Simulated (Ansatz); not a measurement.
Basis-set extrapolation for `[NH][SiH](F)F` radical (PBE0-D4/def2-TZVP geometry, frozen core, Ansatz 0.2.0). Multiplicity 2, UHF reference.

|  | def2-TZVPP | def2-QZVPP |
| --- | --- | --- |
| HF | -543.675264 | -543.697426 |
| MP2 correlation | -0.780867 | -0.853071 |
| CCSD(T) correlation | -0.826672 | not run |

Energies in hartree. Use E(X) = E(∞) + A·exp(−7.88·√X) for Hartree–Fock and E(X) = E(∞) + B·X^(−2.97) for correlation, with X = 3 and 4, and add CCSD(T) minus MP2 of the smaller set to the MP2 limit.

What is the CCSD(T) energy at the basis-set limit?

HF limit: -543.697426 + (-0.022162) × 0.13774 = -543.70048. MP2 limit: -0.853071 + (-0.072204) × 0.74074 = -0.90656. Higher-order term: -0.826672 − (-0.780867) = -0.04580. Total: -544.65284 hartree, 396.2 kJ/mol below CCSD(T)/def2-TZVPP.
